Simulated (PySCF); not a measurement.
H6BN, charge +1, doublet, at a GFN2-xTB geometry (a state made from the parent by changing its charge; the spin is typed, not shown lowest); MP2/def2-SVP in PySCF.

Here is a job for PySCF.
```python
from pyscf import gto, scf, mp

mol = gto.M(
    atom='''
B    -0.851037    0.060965   -0.059266
N     0.704006   -0.076802    0.021988
H    -1.310669   -0.658179   -0.862416
H    -1.210109    1.215258   -0.097623
H    -1.371797    0.056648    1.032333
H     0.958971   -1.043415    0.247455
H     1.138764    0.537814    0.714400
H     1.121981    0.124665   -0.891736
''',
    basis='def2-svp',
    charge=1,
    spin=1,
    verbose=5,
)

mf = scf.UHF(mol)
mf.kernel()

pt = mp.MP2(mf)
pt.kernel()
print('E(MP2) = %.10f' % pt.e_tot)
```

Question: Predict the main parts of the log of this PySCF run.

Answer: 
```
PySCF version 2.14.0

[INPUT] verbose = 5
[INPUT] max_memory = 4000
[INPUT] num. atoms = 8
[INPUT] num. electrons = 17
[INPUT] charge = 1
[INPUT] spin (= nelec alpha-beta = 2S) = 1
[INPUT] symmetry False subgroup None
[INPUT] Mole.unit = angstrom
[INPUT] Symbol           X                Y                Z      unit          X                Y                Z       unit  Magmom
[...]
[INPUT] ---------------- BASIS SET ----------------
[INPUT] l, kappa, [nprim/nctr], expnt,             c_1 c_2 ...
[INPUT] N
[...]
                                257.64812677      -0.040221581118
                                58.458245853      -0.1793114499
                                16.198367905      -0.46376317823
                                5.0052600809      -0.44171422662
[...]
                                2.9257372874      -0.21807045028
                                0.79927750754     -0.51294466049
[...]
[INPUT] B
[...]
                                126.26464843      -0.041565520771
                                28.620600763      -0.18299816983
                                7.879372271       -0.46540391866
                                2.4088857172      -0.44173884791
[...]
                                1.2499157866      -0.19895775769
                                0.3387167635      -0.50850202618
[...]
[INPUT] H
[...]
                                1.9622572         0.13796524
                                0.44453796        0.47831935
[...]
nuclear repulsion = 41.3730457603772
number of shells = 30
number of NR pGTOs = 90
number of NR cGTOs = 58
basis = def2-svp
ecp = {}

******** <class 'pyscf.scf.uhf.UHF'> ********
method = UHF
initial guess = minao
damping factor = 0
level_shift factor = 0
DIIS = <class 'pyscf.scf.diis.CDIIS'>
diis_start_cycle = 1
diis_space = 8
diis_damp = 0
SCF conv_tol = 1e-09
SCF conv_tol_grad = None
SCF max_cycles = 50
direct_scf = True
direct_scf_tol = 1e-13
number electrons alpha = 9  beta = 8
Set gradient conv threshold to 3.16228e-05
E1 = -190.9253469174945  E2 = 66.93015273611933  Ecoul = 79.56722891501515  Exc = -12.637076178895825
init E= -82.622148420998
cond(S) = 1100.3290828654283

  alpha mo_energy =
[-15.65133788  -7.67889659  -1.52058194  -0.90807652  -0.63263027
  -0.61714591  -0.4632014   -0.38716468  -0.2818758    0.09753643
   0.20290662   0.20419598   0.22203828   0.23367432   0.26229807
   0.28024699   0.37083988   0.40896627   0.42503345   0.51739721
[...]
multiplicity <S^2> = 0.76260318  2S+1 = 2.0125637
E1 = -187.08018829648483  E2 = 63.47213469278706  Ecoul = 75.82995735535094  Exc = -12.357822662563883
cycle= 10 E= -82.2350078433206  delta_E= -3.21e-10  |g|= 6.82e-06  |ddm|= 2.6e-05
  alpha mo_energy =
[-15.89000324  -7.85125383  -1.48075759  -1.04304064  -0.96806468
  -0.96542567  -0.85113951  -0.74590215  -0.72906331  -0.06330816
   0.01850428   0.01895197   0.03291833   0.06205137   0.09270942
   0.11492338   0.1768339    0.20814433   0.2186373    0.33772315
   0.44090295   0.52023581   0.55827432   0.5964666    0.68134531
   0.73558515   0.77437877   0.7804314    0.85733386   0.9280167
   0.92906356   1.1304763    1.23406258   1.25597237   1.40132049
   1.40174033   1.43500445   1.56791376   1.65760896   1.75069132
   1.75437825   1.82995602   1.9318657    2.01854937   2.02787918
   2.06380118   2.16784521   2.21545894   2.2580032    2.49393848
   2.52006625   2.60584604   2.68818355   2.8701756    2.92548043
   3.05662596   3.38954832   3.4009779 ]
  beta  mo_energy =
[-15.89059233  -7.84659773  -1.4789618   -0.96923821  -0.96609233
  -0.95503023  -0.7957226   -0.70903307  -0.26134483  -0.06149947
   0.01947887   0.02146407   0.06782419   0.07592807   0.10901053
   0.13217957   0.1847161    0.22317978   0.2683588    0.3471012
   0.46014222   0.52151826   0.59849958   0.61764907   0.69837656
   0.7713065    0.784285     0.80130238   0.8667884    0.95724973
   0.96192026   1.13266652   1.26364227   1.26555331   1.42356894
   1.43990713   1.45570428   1.5688655    1.68784773   1.77354421
   1.80872997   1.84433468   1.93883427   2.02514251   2.03099539
   2.07435626   2.17721482   2.22576691   2.26892669   2.49909109
   2.55987256   2.63560009   2.68930876   2.87278518   2.92717765
   3.05682522   3.39066477   3.40087407]
multiplicity <S^2> = 0.76260326  2S+1 = 2.0125638
E1 = -187.08018757085438  E2 = 63.47213396710241  Ecoul = 75.82995654338114  Exc = -12.357822576278735
Extra cycle  E= -82.2350078433748  delta_E= -5.42e-11  |g|= 4.55e-06  |ddm|= 7.62e-06
converged SCF energy = -82.2350078433748  <S^2> = 0.76260326  2S+1 = 2.0125638

******** <class 'pyscf.mp.ump2.UMP2'> ********
nocc = (np.int64(9), np.int64(8)), nmo = (58, 58)
transform (ia|jb) incore
E(UMP2) = -82.5140564898798  E_corr = -0.279048646505068
E(SCS-UMP2) = -82.5194330384319  E_corr = -0.284425195057108
E_corr(same-spin) = -0.0581921316334316
E_corr(oppo-spin) = -0.220856514871637
E(MP2) = -82.5140564899
```
